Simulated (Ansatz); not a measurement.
Consider the redistribution: `C[B](N)[GaH2]` + `N#C[SiH2][GaH2]` → `CB(N)[SiH2]C#N` + `[GaH2][GaH2]`.

Calculated with Ansatz (gas phase, PBE0-D4/def2-TZVP geometries, no zero-point term in ΔE). CCSD(T)/CBS is the MP2 limit (def2-TZVPP, def2-QZVPP) plus CCSD(T) − MP2 in def2-TZVPP, frozen cores. For Ga outer-core shells are correlated without core-valence functions, which leaves a few kJ/mol of doubt a bond. Scalar relativity is left out up to krypton. Each species was taken in one conformer, which may not be the lowest.

`C[B](N)[GaH2]`:

Cartesian coordinates in Å:
```
C -1.121 1.066 -0.180
B -0.043 -0.016 0.190
N 0.056 -0.478 1.501
Ga 1.321 -0.855 -1.197
H -1.786 0.696 -0.969
H -1.744 1.384 0.664
H -0.645 1.957 -0.602
H -0.541 -0.148 2.246
H 0.724 -1.168 1.801
H 1.413 -0.482 -2.730
H 2.367 -1.956 -0.726
```

`N#C[SiH2][GaH2]`:

```xyz
8

N    -0.963   -1.620    2.328
C    -0.893   -1.131    1.287
Si   -0.706   -0.307   -0.360
Ga    1.310    1.033   -0.419
H    -1.938    0.502   -0.552
H    -0.697   -1.402   -1.365
H     1.633    1.808   -1.744
H     2.254    1.119    0.825
```

`CB(N)[SiH2]C#N`:

```xyz
13

C    -1.555    0.643    0.195
B    -0.421   -0.276   -0.374
N    -0.547   -0.923   -1.597
Si    1.299   -0.554    0.667
C     2.033    1.112    1.035
N     2.442    2.171    1.235
H    -2.432    0.711   -0.457
H    -1.179    1.658    0.361
H    -1.891    0.291    1.176
H    -1.371   -0.833   -2.173
H     0.163   -1.506   -2.006
H     2.359   -1.305   -0.059
H     1.101   -1.190    1.997
```

`[GaH2][GaH2]`:

```xyz
6

Ga   -1.114   -0.324   -0.407
Ga    1.114    0.325    0.406
H    -2.431    0.019    0.392
H    -1.317   -1.110   -1.759
H     1.969   -0.613    1.344
H     1.779    1.704    0.024
```

```tsv
species	CCSD/def2-TZVPP energy (Eh)
`C[B](N)[GaH2]`	-2045.15883
`N#C[SiH2][GaH2]`	-2307.56945
`CB(N)[SiH2]C#N`	-503.46717
`[GaH2][GaH2]`	-3849.27408
```

Problem. Work out ΔE.

Solution. ΔE = (-503.46717) + (-3849.27408) − (-2045.15883) − (-2307.56945) = -0.01297 Eh = -34.1 kJ/mol. CCSD(T)/CBS gives -34.0 kJ/mol.

Largest T1 diagnostic among the species: 0.014.

In def2-TZVPP, CCSD(T) changes the Hartree–Fock value by +6.0 kJ/mol (the triples alone add +0.7 kJ/mol) and MP2 by +7.0 kJ/mol.
